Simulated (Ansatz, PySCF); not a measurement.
Molecule: sum formula HPO, net charge 0, singlet state. 
Coordinates optimised at B3LYP-D3(BJ)/def2-TZVP (Ansatz, a program for electronic structure):
```
P
O 1 1.4834
H 1 1.4677 2 104.44
```
Charge 0, spin multiplicity 1.

Wanted: vertical triplet-singlet gap (E(triplet) - E(singlet); each state is the SCF solution reached for its spin; for the triplet T1 is 0.055; for the singlet the Hartree-Fock reference is unstable and T1 is 0.019), in kcal/mol. Cores are frozen in the correlated levels unless marked. Open shells are spin-unrestricted. Spin-orbit coupling is left out. Non-relativistic. CBS(X,Y): correlation extrapolated as X^-3; Hartree-Fock from the larger set.

```tsv
level	program	vertical triplet-singlet gap (kcal/mol)
M06-2X/def2-TZVPD	PySCF	[?]
CAM-B3LYP/def2-TZVPD	Ansatz	36.9
B2PLYP/def2-TZVPD	Ansatz	39.9
CCSD(T)/CBS(aug-cc-pV(T+d)Z,aug-cc-pV(Q+d)Z)	Ansatz	[?]
```

Q: Some entries are withheld; supply them.

A: 
- M06-2X/def2-TZVPD, vertical triplet-singlet gap (kcal/mol): 40.8
- CCSD(T)/CBS(aug-cc-pV(T+d)Z,aug-cc-pV(Q+d)Z), vertical triplet-singlet gap (kcal/mol): 42.5
